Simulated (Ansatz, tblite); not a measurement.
Isomers of HfS2 (singlet), found by a short tight-binding search and relaxed with PBE0-D4/def2-TZVP in Ansatz.

In the def2 sets Hf takes a core potential; there is no spin–orbit coupling. The xTB rows come from tblite. B3LYP takes the VWN-RPA correlation.

Run but left out: HF/def2-TZVPP, MP2/def2-TZVPP, CCSD/def2-TZVPP, CCSD(T)/def2-TZVPP (A: restricted singlet, unstable towards broken spin symmetry).

A: The restricted singlet is unstable towards broken spin symmetry in Hartree–Fock (as tested in another run); at PBE-D4/def2-TZVP, r2SCAN-D4/def2-TZVP, B97M-V/def2-TZVP, B3LYP-D4/def2-TZVP and others this wasn't settled.

Other spin states were run for one of them alone.

A:

```xyz
3

Hf    0.557    0.963   -0.873
S    -0.666   -0.995   -0.376
S     0.110    0.032    1.250
```

B:

Cartesian coordinates in Å:
```
Hf -0.776 -0.110 0.304
S 0.186 1.857 -0.015
S 0.590 -1.747 -0.289
```

Problem. Estimate which lies lowest at each level, and how far above it the others are (eV).

Solution. 
```
              level     A     B
           GFN1-xTB  3.42  0.00
           GFN2-xTB  1.76  0.00
   PBE-D4/def2-TZVP  1.39  0.00
r2SCAN-D4/def2-TZVP  1.65  0.00
   B97M-V/def2-TZVP  1.52  0.00
 B3LYP-D4/def2-TZVP  1.39  0.00
  PBE0-D4/def2-TZVP  1.38  0.00
```
Point groups (tolerance 0.1 Å): A C2v, B C2v. Lower isomers may exist.
